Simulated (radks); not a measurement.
All-electron atom: Pd4+ in [Kr] 4d6.

All-electron calculation, Dirac Kohn-Sham, PBE, spin-unpolarised, spherical densities, finite nucleus; open shells fill j = l - 1/2 first; Fermi nuclear charge, rms radius 4.5318 fm. Program: a radial shooting solver on a logarithmic mesh with Libxc functionals.

Energy parts (Ry):
part                        energy
total                 -10085.40863
kinetic                10534.72323
electron-nucleus      -24266.94556
Hartree                 3931.32746
exchange-correlation    -284.51375

Orbitals (lengths in bohr, moments of r in powers of bohr; <r^-3> diverges for s and p1/2):
orbital  occ.  eigenvalue (Ry)      <r^4>  <1/r>      <r>  <r^-3>
1s1/2       2        -1779.483  4.883e-06  48.24  0.03185       -
2s1/2       2        -263.5170  0.0008735  11.09   0.1380       -
2p1/2       2        -244.7460  0.0005711  11.07   0.1171       -
2p3/2       4        -233.0312  0.0006543  10.43   0.1221    3252
3s1/2       2        -51.09296    0.04156  3.864   0.3790       -
3p1/2       2        -43.68589    0.04149  3.768   0.3711       -
3p3/2       4        -41.64248    0.04627  3.613   0.3819   576.4
3d3/2       4        -28.53363    0.04287  3.445   0.3554   87.81
3d5/2       6        -28.12598    0.04438  3.405   0.3589   82.88
4s1/2       2        -10.50432      1.434  1.483   0.9325       -
4p1/2       2         -8.17546      1.954  1.370   0.9944       -
4p3/2       4         -7.83083      2.176  1.324    1.022   97.43
4d3/2       4         -4.22943      5.607  1.061    1.245   10.12
4d5/2       2         -4.18349      5.803  1.050    1.256   9.502

The highest occupied level is 4d5/2 at -56.919 eV. The density falls to 0.001 e/bohr^3 at r = 2.94 bohr. For comparison, the ionisation energy in NIST's Atomic Spectra Database is 61 eV (theoretical). In exact Kohn-Sham theory the highest level is minus the ionisation energy, but local and semilocal functionals leave it too shallow, through self-interaction and a potential that decays too fast; potentials with the right tail come closer. Summed over all electrons, <r^2> = 22.92 bohr^2, which gives a Langevin (diamagnetic) susceptibility term of -18.2 x 10^-6 cm^3/mol.

Beside tabulated values, note that spin-unpolarised runs miss the spin-polarisation part of the exchange energy of open shells.
